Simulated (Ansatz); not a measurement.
Geometry optimisation, Ansatz 0.2.0, RKS PBE0-D4/def2-SVP.

Input:

```yaml
crystal:
  periodic: [false, false, false]
  atoms:
    - { symbol: B, position_ang: [-0.100569, -0.399448, -0.050589] }
    - { symbol: Cl, position_ang: [0.091862, -0.788023, 1.729178] }
    - { symbol: O, position_ang: [0.949703, -0.403406, -0.868708] }
    - { symbol: H, position_ang: [1.791369, -0.469361, -0.403933] }
    - { symbol: Cl, position_ang: [-1.729654, -0.312912, -0.706818] }
    - { symbol: O, position_ang: [-0.113105, 2.112566, 0.648183] }
    - { symbol: H, position_ang: [-0.996445, 2.275218, 0.296147] }
    - { symbol: H, position_ang: [-0.286962, 1.749166, 1.54454] }
basis:
  gaussian: { orbitals: def2-SVP }
hamiltonian:
  xc: pbe0
  dispersion: d4
relax:
  f_tol: 0.03
  max_steps: 50
output:
  orbitals: {}
```

Command:

```bash
$ ansatz run input.yaml --threads 2 --pin off --max-ram 3072MiB --backend cpu --events-out ev --progress --plain --runs-dir out
```

Q: Where does it end, and by what steps?

A: It converged. After 13 steps the energy has fallen by 0.140 eV; O6 moved furthest, 0.46 Å. Joined: B1–O6.

| step | energy less start (eV) | largest force component (eV/Å) | accepted |
| --- | --- | --- | --- |
| 0 | 0.0000 | 0.851 | yes |
| 1 | -0.0027 | 1.534 | yes |
| 2 | -0.0126 | 0.993 | yes |
| 3 | -0.0568 | 0.682 | yes |
| 4 | -0.0698 | 0.570 | yes |
| 5 | -0.0976 | 0.702 | yes |
| 6 | -0.1225 | 0.552 | yes |
| 7 | -0.1331 | 0.281 | yes |
| 8 | -0.1279 | 0.690 | no |
| 9 | -0.1377 | 0.059 | yes |
| 10 | -0.1387 | 0.040 | yes |
| 11 | -0.1394 | 0.063 | yes |
| 12 | -0.1399 | 0.036 | yes |
| 13 | -0.1403 | 0.027 | yes |

```xyz
8
Properties=species:S:1:pos:R:3
B -0.098 -0.040 0.096
Cl 0.121 -0.808 1.750
O 0.901 -0.188 -0.819
H 1.746 -0.391 -0.407
Cl -1.779 -0.168 -0.601
O -0.093 1.654 0.582
H -0.819 2.056 0.075
H -0.372 1.649 1.511
```

Whether the end is a true minimum wasn't checked by a vibrational analysis.

Time of the run: 56 s on 2 threads of Arm Neoverse N1 (shared host), peak memory 0.19 GiB.
